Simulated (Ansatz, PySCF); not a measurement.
This PySCF input computes a SVWN5/def2-TZVPD energy:

```python
from pyscf import gto, scf, dft

mol = gto.M(
    atom='''
    B    -0.00000000   -0.00000000   -1.23654853
    Cl    0.00000000    0.00000000    0.36369074
    ''',
    basis='def2-tzvpd',
    charge=1,
    spin=1,
    symmetry='C2v',
    verbose=4,
)

mf = dft.UKS(mol, xc='svwn').density_fit(auxbasis='def2-universal-jkfit')
mf.grids.level = 3
mf.conv_tol = 1e-9
mf.max_cycle = 100
mf.max_memory = 1500
mf.kernel()
if not mf.converged:
    mf = mf.newton()
    mf.kernel(mf.make_rdm1())
mf.analyze()
```

Task: Write an input for the same energy in Ansatz (an electronic-structure program) and say what it gives.

Result: 
Ansatz 0.2 input:
```yaml
crystal:
  periodic: [false, false, false]
  atoms:
    - {symbol: B, position_ang: [-0.00000000, -0.00000000, -1.23654853]}
    - {symbol: Cl, position_ang: [0.00000000, 0.00000000, 0.36369074]}
basis:
  gaussian:
    orbitals: def2-TZVPD
hamiltonian:
  xc: {name: SVWN5}
total_charge: 1
magnetization: {spin_polarized: true, initial_magnetization: 1}
output: {forces: true}
```
It gives -482.87354 Eh, and PySCF -482.87356 Eh, a difference of 0.02 mEh, from the treatment of integrals and grids.
